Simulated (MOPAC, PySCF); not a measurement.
C4H3N, SMILES `NC#CC#C`, neutral singlet in the gas phase. 

Cartesian coordinates (Å):
SMILES: C#CC#CN
```xyz
8

C      2.7531     0.1549     0.9993
C      1.5841     0.0662     0.7098
C      0.2678    -0.0326     0.3833
C     -0.9035    -0.1109     0.0883
N     -2.1972    -0.2546    -0.2111
H      3.7806     0.2315     1.2545
H     -2.4321    -0.3708    -1.1856
H     -2.8527     0.3164     0.3014
```
Charge 0, spin multiplicity 1.

All levels are single points at this geometry (B3LYP-D3(BJ)/def2-TZVP); Pople sets use spherical d functions. Orbital energies aren't observables, and empty levels follow the basis.

PM7 in MOPAC gives dipole (D) = 2.63.

Estimate the dipole (D) from each of these levels: B3LYP-D3(BJ)/def2-TZVP in PySCF; M06-2X/def2-TZVP in PySCF; PBE-D3(BJ)/def2-TZVP in PySCF; B3LYP/6-31G* in PySCF; BP86/6-31G* in PySCF; M06-2X/6-31G* in PySCF; PBE/6-31G* in PySCF; HF/3-21G in PySCF; HF/6-31G* in PySCF; HF/STO-3G in PySCF; AM1 in MOPAC; PM6 in MOPAC.


```
level                            dipole (D)
-------------------------------  ----------
B3LYP-D3(BJ)/def2-TZVP in PySCF        2.76
M06-2X/def2-TZVP in PySCF              2.61
PBE-D3(BJ)/def2-TZVP in PySCF          2.91
B3LYP/6-31G* in PySCF                  2.68
BP86/6-31G* in PySCF                   2.84
M06-2X/6-31G* in PySCF                 2.58
PBE/6-31G* in PySCF                    2.84
HF/3-21G in PySCF                      2.52
HF/6-31G* in PySCF                     2.39
HF/STO-3G in PySCF                     1.93
AM1 in MOPAC                           1.99
PM6 in MOPAC                           2.67
```
